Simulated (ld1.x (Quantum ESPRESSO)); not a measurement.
## Transferability test, TM potential for Pd

```json
{
  "Element": "Pd",
  "Generator": "ld1.x (Quantum ESPRESSO) 7.5",
  "Type": "norm-conserving Troullier–Martins (Kleinman–Bylander form)",
  "Functional": "PBE",
  "Relativity": "scalar-relativistic",
  "Frozen core": "[Ar] 3d10",
  "Valence charge": "18",
  "Reference configuration": "4s2 4p6 4d7 5s0 5p0 (charge +3)",
  "Partial waves": "4s (bound): rc 1.35 bohr; 4p (bound): rc 1.50 bohr; 4d (bound): rc 1.95 bohr",
  "Local potential": "all-electron potential smoothed inside 1.40 bohr (lloc = -1)",
  "Core correction": "none"
}
```

Energies are relative to the spin-unpolarised reference configuration 4s2 4p6 4d7 5s0 5p0; without spin polarisation the order of configurations can differ from experiment.

(1) Give the all-electron excitation energy and the error of the potential for: 4s2 4p6 4d10 5s0 5p0; 4s2 4p6 4d9 5s0 5p0; 4s2 4p6 4d8 5s0 5p0; 4s2 4p6 4d6 5s0 5p0; 4s2 4p5 4d10 5s0 5p0; 4s2 4p6 4d9 5s1 5p0; 4s2 4p6 4d9 5s0 5p1.

Results:

(1)

```tsv
valence configuration	charge	ΔE all-electron (eV)	error AE − PS (meV)
4s2 4p6 4d10 5s0 5p0	0	-64.293	+1.3
4s2 4p6 4d9 5s0 5p0	+1	-55.178	+8.9
4s2 4p6 4d8 5s0 5p0	+2	-34.360	+7.3
4s2 4p6 4d6 5s0 5p0	+4	49.346	+7.9
4s2 4p5 4d10 5s0 5p0	+1	-7.128	-68
4s2 4p6 4d9 5s1 5p0	0	-62.793	+35
4s2 4p6 4d9 5s0 5p1	0	-59.055	+3.9
```
